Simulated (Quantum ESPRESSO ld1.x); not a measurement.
The numbers below are computed, except where a source is named.
Question: These are the eigenvalues of the occupied orbitals of an atom or ion with whole-number occupations (eV). Code: ld1.x of Quantum ESPRESSO 7.5. Model: Dirac Kohn-Sham, PW91, spin-unpolarised, spherical densities, point nucleus.

orbital  eigenvalue
1s1/2      -684.558
2s1/2       -47.442
2p1/2       -28.464
2p3/2       -28.390

Which element is it, and in what charge state? The configuration may be excited. Open shells, if any, fill j = l - 1/2 first.

Answer: Z = 9, fluorine, charge +1: F+ in [He] 2s2 2p4. The list shows which subshells hold electrons but not how many an open one holds; the 1s level, -25.157 hartree, gives Z - s = 7.1 by -(Z - s)^2/2, which with screening and relativity narrows Z to a few neighbours, and the depths of the outer levels then fix element, charge and occupations together.
